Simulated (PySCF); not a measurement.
Which level of theory gave which numbers?

C5H6F2.
InChI=1S/C5H6F2/c1-2-5(7)3-4(5)6/h2,4H,1,3H2/t4-,5+/m0/s1

The closed-shell ground state was solved 5 times with PySCF (density fitting, gas phase), always with PBE0, in these basis sets: 6-311+G(2d,p), 6-31G*, STO-3G, pcJ-1 and pcSseg-0. The structure is a single PBE0-D3(BJ)/def2-SVP conformer in the gas phase; no vibrational or solvent corrections.

```
row  total energy (Eh)  HOMO (eV)  LUMO (eV)  dipole (D)
  P          -393.3204      -6.92       0.40        2.36
  Q          -388.1142      -4.31       3.22        1.33
  R          -393.4528      -7.31      -0.26        2.73
  S          -393.3386      -7.27      -0.07        2.67
  T          -392.4192      -7.41       0.01        3.03
```

Q: Which basis belongs to which row?

A: P = 6-31G*, Q = STO-3G, R = 6-311+G(2d,p), S = pcJ-1, T = pcSseg-0. From the lowest total energy up: 6-311+G(2d,p) (225 functions) 0 eV; pcJ-1 (249 functions) +3.11 eV; 6-31G* (110 functions) +3.60 eV; pcSseg-0 (75 functions) +28.13 eV; STO-3G (41 functions) +145.27 eV.

The values belong to the conformer `[CH2:1]=[CH:2][C@@:3]1([F:4])[CH2:5][C@@H:6]1[F:7]`: C1–C2–C3–F4 -1°.
